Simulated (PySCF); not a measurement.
H$_{3}$P$_{2}$, doublet, at a GFN2-xTB geometry. Base run: PySCF with M062X/def2-SVPD.

Input for PySCF:
```python
from pyscf import gto, scf, dft, solvent

mol = gto.Mole()
mol.atom = '''
    P     0.913662   -0.423378    0.454129
    P    -0.840740    0.324072   -0.485073
    H     1.709964    0.586805   -0.097796
    H    -1.077500    1.407410    0.363085
    H    -1.726302   -0.504621    0.198861
'''
mol.basis = 'def2-svpd'
mol.charge = 0
mol.spin = 1
mol.verbose = 3
mol.build()

mf = dft.UKS(mol)
mf.xc = 'm062x'
mf.kernel()
mf.analyze()
```

Variants of this job, named by their change:

```json
[
 {"change": "base", "ΔE vs base (kcal/mol)": "0.000", "dipole (D)": "0.74"},
 {"change": "model = IEF-PCM; solvent = chloroform; vdw_scale = 1.1", "ΔE vs base (kcal/mol)": "-1.40", "dipole (D)": "1.02"},
 {"change": "model = IEF-PCM; solvent = 2-propanol", "ΔE vs base (kcal/mol)": "-1.35", "dipole (D)": "1.09"},
 {"change": "model = SS(V)PE; solvent = chloroform", "ΔE vs base (kcal/mol)": "-0.98", "dipole (D)": "0.98"},
 {"change": "model = ddCOSMO; solvent = chloroform", "ΔE vs base (kcal/mol)": "-0.74", "dipole (D)": "0.95"},
 {"change": "model = COSMO; solvent = chloroform", "ΔE vs base (kcal/mol)": "-0.99", "dipole (D)": "0.98"},
 {"change": "model = IEF-PCM; solvent = chloroform; r_probe = 0.5", "ΔE vs base (kcal/mol)": "-0.379", "dipole (D)": "0.88"},
 {"change": "model = IEF-PCM; solvent = tetrahydrofuran", "ΔE vs base (kcal/mol)": "-1.15", "dipole (D)": "1.03"},
 {"change": "model = IEF-PCM; solvent = chloroform; lebedev_order = 11", "ΔE vs base (kcal/mol)": "-1.02", "dipole (D)": "0.98"},
 {"change": "model = IEF-PCM; solvent = methanol", "ΔE vs base (kcal/mol)": "-1.41", "dipole (D)": "1.11"},
 {"change": "model = IEF-PCM; solvent = chloroform", "ΔE vs base (kcal/mol)": "-0.99", "dipole (D)": "0.99"},
 {"change": "model = IEF-PCM; solvent = chloroform; vdw_scale = 1.4", "ΔE vs base (kcal/mol)": "-0.538", "dipole (D)": "0.92"}
]
```

The base is the gas phase, so ΔE is the electrostatic part of solvation at a fixed geometry, without cavity and dispersion terms.

Open shells are given as the SCF converged; they aren't shown to be the lowest states, and a large step between rows can be another state.
